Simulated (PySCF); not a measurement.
**Working out the excitation energy of Mg**

Mg [Ne] 3s2 (1S) → Mg [Ne] 3s1 3p1 (3P). Calculation: PySCF 2.14, in x2c-TZVPPall (5s4p3d, 32 functions); the spin-free X2C one-electron Hamiltonian (Gaussian nucleus). Frozen: 1s2. Energies in hartree (1 hartree = 27.21139 eV):

| part | Mg (lower) | Mg (upper) |
| --- | --- | --- |
| UHF | -199.912927 | -199.845638 |
| CCSD correlation | -0.201090 | -0.170440 |
| (T) | -0.002055 | -0.001240 |

What does Hartree-Fock give?

(-199.845638) − (-199.912927) = 0.067289 hartree = 1.831 eV.

What do CCSD and CCSD(T) give?

The CCSD correlation energies differ by 0.030650 hartree = 0.834 eV and the triples by 0.000815 hartree = 0.022 eV, so CCSD gives 2.665 eV and CCSD(T) 2.687 eV.

Measured between the centres of the two terms (NIST): 2.714 eV, so CCSD(T) (valence and next inner shell) is off by -0.027 eV.

What remains against the reference includes basis incompleteness, the frozen core and higher excitations.
